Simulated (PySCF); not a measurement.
Electron correlation in B⁺ (boron, charge +1)

[He] 2s2, closed-shell 1S. Computed with PySCF 2.14 in x2c-TZVPall (5s3p2d1f, 31 functions), with the spin-free X2C one-electron Hamiltonian (Gaussian nucleus). Frozen: 1s2; 2 electrons correlated.

Total MP2 correlation energy: -35.44 mhartree.

Same-spin part 0.00 and opposite-spin part -35.44 mhartree; SCS-MP2 scales them by 1/3 and 6/5 to -42.53 mhartree.

With two correlated electrons CCSD is exact within the correlated space (frozen core and kept virtual orbitals).

```csv
level,correlation energy (mhartree)
CCSD,-59.44
```

Diagnostics: T1 = 0.012, D1 = 0.0167, largest double amplitude 0.150.

A double-excitation amplitude exceeds 0.15, a sign of near-degeneracy.

Cost of the coupled-cluster step: 0.08 s of wall time on 1 thread of Neoverse-V1 (shared host), for 2 correlated electrons.
